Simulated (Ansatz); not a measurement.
# Relaxing a trial structure of ClH3HfS3

The starting geometry of this gas-phase singlet was optimised with GFN2-xTB.

```xyz
8

Cl    2.6601   -0.0121    0.2981
Hf   -0.2185    0.3709    0.0704
S    -2.7479    0.5769   -0.1689
S     0.5325    2.4729    0.6884
S     0.1008   -2.0968   -0.5155
H    -2.7372    1.8658    0.1577
H     3.6032   -0.8715    0.1852
H    -1.1930   -2.3062   -0.7153
```

**Question.** Predict what it relaxes into with PBE0-D4/def2-SVP.

**Answer.** It rearranges, giving a structure given below by its coordinates. Distances that change by over a tenth: Cl1–Hf2 (2.91 → 2.38 Å). Contacts that open: Cl1–H7 (1.28 → 4.01 Å). Contacts that close: S5–H7 (3.78 → 1.35 Å).

The energy falls by 2.64 eV over 56 steps:

```tsv
step	E − E(last) (eV)
1	2.637
7	2.129
13	2.065
19	1.938
25	1.723
32	1.048
38	0.181
44	0.033
50	0.001
56	0.000
```

Final geometry (Å):

```xyz
8

Cl    2.1277    0.9811   -1.6629
Hf    0.2060    0.8141   -0.2700
S    -2.0446    1.1382   -1.1652
S     0.3782    1.5167    1.8321
S     0.1043   -1.7137    0.5808
H    -2.5560    1.5104    0.0313
H     1.3341   -1.7700    1.1417
H     0.4502   -2.4769   -0.4879
```

No frequencies were run, so the end isn't proven a minimum. Atoms past krypton carry core potentials, without spin–orbit terms. Run with Ansatz 0.2.0, 3.8 min on 2 threads of Arm Neoverse V2, on a shared host.
